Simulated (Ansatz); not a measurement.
Reactions of `[SiH3]C1(Cl)C[SiH2]1`.

Program: Ansatz. Geometries: PBE0-D4/def2-TZVP. ΔE: electronic, gas phase. CCSD(T)/CBS adds triple-zeta CCSD(T) − MP2 to the extrapolated MP2 energy (def2 sets, frozen cores). Functionals use def2-TZVPP. def2 core potentials past Kr. For Mg, Sn outer-core shells are correlated without core-valence functions, which leaves a few kJ/mol of doubt a bond. Each species was taken in one conformer, which may not be the lowest.

```tsv
reaction	CCSD(T)/CBS(def2) (kcal/mol)
`[SiH3]C1(Cl)C[SiH2]1` + `COB(O)F` → `COB(F)O[SiH3]` + `ClC1C[SiH2]1`	-18.7
`[SiH3]C1(Cl)C[SiH2]1` + `[CH3][Mg][OH]` → `[CH3][Mg][O][SiH3]` + `ClC1C[SiH2]1`	-27.2
`[SiH3]C1(Cl)C[SiH2]1` + `NC(O)(F)F` → `OC(F)(F)N[SiH3]` + `ClC1C[SiH2]1`	?
`[SiH3]C1(Cl)C[SiH2]1` + `F[SiH](F)S` → `F[SiH](F)S[SiH3]` + `ClC1C[SiH2]1`	-12.3
`[SiH3]C1(Cl)C[SiH2]1` + `[SH][SnH3]` → `[SiH3][S][SnH3]` + `ClC1C[SiH2]1`	-13.0
`[SiH3]C1(Cl)C[SiH2]1` + `[OH][SnH3]` → `[SiH3][O][SnH3]` + `ClC1C[SiH2]1`	?
```

Fill in the missing values. (An estimate is asked.)

Computed: `[SiH3]C1(Cl)C[SiH2]1` + `NC(O)(F)F` → `OC(F)(F)N[SiH3]` + `ClC1C[SiH2]1`: -8.6 kcal/mol; `[SiH3]C1(Cl)C[SiH2]1` + `[OH][SnH3]` → `[SiH3][O][SnH3]` + `ClC1C[SiH2]1`: -22.7 kcal/mol.

Largest T1 diagnostic: 0.014, for `[OH][SnH3]`.
